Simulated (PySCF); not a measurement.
Compound: C₄H₆N₂O₂Si.
Bonds: O1–C2 (double), C2–O3, O3–C4, C4–C5 (aromatic), C5–N6 (aromatic), N6–C7 (aromatic), C7–N8 (aromatic), N8–Si9, C4–N8 (aromatic). Hydrogens: H10 on C2; H11 on C5; H12 on C7; H13, H14, H15 on Si9.

NICS = −σ at a ghost point: NICS(0) at the centroid of the ring atoms, NICS(1) 1 Å to either side along the normal of their mean plane, zz for the tensor component along that normal. Level: GIAO PBE0/pcSseg-1 (PySCF, non-relativistic, gas phase) on the GFN2-xTB geometry, one conformer.

Ring bond lengths (Å), with Mayer bond orders in brackets: C4–C5 1.372 (1.52), C5–N6 1.355 (1.34), N6–C7 1.301 (1.64), C7–N8 1.360 (1.16), N8–C4 1.369 (1.11).

Problem. Give the NICS values of each ring in ppm.

Solution. 
```tsv
ring	type	NICS(0)	NICS(1), two faces	NICS(1)zz, two faces	rms pucker (Å)	centre to ring atoms, mean (Å)
C4–C5–N6–C7–N8	5-membered ring with 2 N; formal bonds all aromatic	-12.7	-10.4 / -10.2	-27.6 / -27.1	0.00	1.15
```

Problem. What do they say, and how far can they be read as aromaticity?

Solution. 
- C4–C5–N6–C7–N8: mean NICS(1)zz -27.4 ppm, shielded. The ring is flat and has no four-coordinate atom; by the NICS criterion it is aromatic.

Problem. What does the geometric index give? HOMA = 1 − mean of α(R − Ropt)² over the ring bonds, with Krygowski's 1993 parameters (CC: Ropt 1.388 Å, α 257.7 Å⁻²; CN: Ropt 1.334 Å, α 93.52 Å⁻²).

Solution. 
- C4–C5–N6–C7–N8: HOMA 0.92; the largest term is that of N8–C4, α(R − Ropt)² = 0.11. The geometric and the magnetic index point the same way.

Problem. What field does 11.7 T along the ring normal induce along that normal at the second NICS(1) probe listed for ring C4–C5–N6–C7–N8, 1 Å off the ring?

Solution. NICSzz × B0 = -27.1 ppm × 11.7 T = -317 μT, against the applied field.

Problem. Give the inner angles of the rings and the Hirshfeld charges of the ring atoms.

Solution. 
- C4–C5–N6–C7–N8: C4 108.1° (+0.079 e), C5 108.8° (-0.049 e), N6 105.5° (-0.205 e), C7 114.1° (+0.042 e), N8 103.6° (-0.110 e); sum 540.0° against 540° for a flat convex ring.

Problem. How shielded are the nuclei of the rings and their hydrogens (means over atoms taken as equivalent)?

Solution. 
| atoms | environment | σ isotropic (ppm) |
| --- | --- | --- |
| C4 | aromatic carbon bearing oxygen | 38.3 |
| C5 | aromatic CH next to a ring nitrogen | 60.6 |
| N6 | pyridine-type nitrogen | -35.5 |
| C7 | aromatic CH next to a ring nitrogen | 45.4 |
| N8 | pyrrole-type nitrogen | 96.9 |
| H11 | aromatic hydrogen | 24.47 |
| H12 | aromatic hydrogen | 24.53 |

Conformer computed: `[O:1]=[CH:2][O:3][c:4]1[cH:5][n:6][cH:7][n:8]1[SiH3:9]`: O1–C2–O3–C4 -2°, C2–O3–C4–C5 -169°.
